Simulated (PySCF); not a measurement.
Energy of Ba²⁺ (barium, charge +2) between two integer charges

The 5p beta orbital of [Xe] is emptied in steps (occupation f), with all orbitals relaxed, ending at [Kr] 4d10 5s2 5p5. All numbers are calculated (PySCF 2.14, scalar relativity through the core potential, in def2-SVP with the def2 core potential (46 electrons)). The exact energy is a straight line in f; departures are measured from the line between the end points of the same method.

Q: Among UHF, LDA, PBE, PBE0, r2SCAN, LC-wPBE, BHandHLYP, wB97X, HSE06, BLYP, which shows the largest delocalisation error (convex curve), and which is closest to linear?

A: Most convex: LDA (-1.382 eV at f = 0.5); closest to linear: UHF (0.123 eV).

```csv
f,UHF (eV),LDA (eV),PBE (eV),PBE0 (eV),r2SCAN (eV),LC-wPBE (eV),BHandHLYP (eV),wB97X (eV),HSE06 (eV),BLYP (eV)
1,0.000,0.000,0.000,0.000,0.000,0.000,0.000,0.000,0.000,0.000
0.9,0.045,-0.499,-0.490,-0.359,-0.464,-0.098,-0.227,-0.141,-0.396,-0.488
0.7,0.104,-1.163,-1.138,-0.834,-1.068,-0.225,-0.528,-0.328,-0.919,-1.135
0.5,0.123,-1.382,-1.347,-0.987,-1.250,-0.262,-0.628,-0.387,-1.089,-1.346
0.3,0.102,-1.157,-1.123,-0.823,-1.027,-0.213,-0.528,-0.322,-0.908,-1.126
0.1,0.043,-0.494,-0.477,-0.349,-0.429,-0.088,-0.226,-0.138,-0.386,-0.480
0,0.000,0.000,0.000,0.000,0.000,0.000,0.000,0.000,0.000,0.000
```

```
   method  E(f=0) − E(f=1) (eV)  −ε at f=1 (eV)  −ε at f=0.5 (eV)
      UHF                36.025          36.531            36.017
      LDA                36.954          31.403            36.971
      PBE                36.987          31.535            37.030
     PBE0                37.047          33.052            37.080
   r2SCAN                37.190          32.015            37.314
  LC-wPBE                37.092          35.990            37.128
BHandHLYP                36.932          34.413            36.933
    wB97X                37.123          35.554            37.143
    HSE06                37.043          32.639            37.076
     BLYP                36.826          31.397            36.854
```

Reference removal energy between the ground levels: 35.844 eV (measured; NIST Atomic Spectra Database, ionization energies). The calculation has no spin-orbit coupling. UHF lacks correlation.
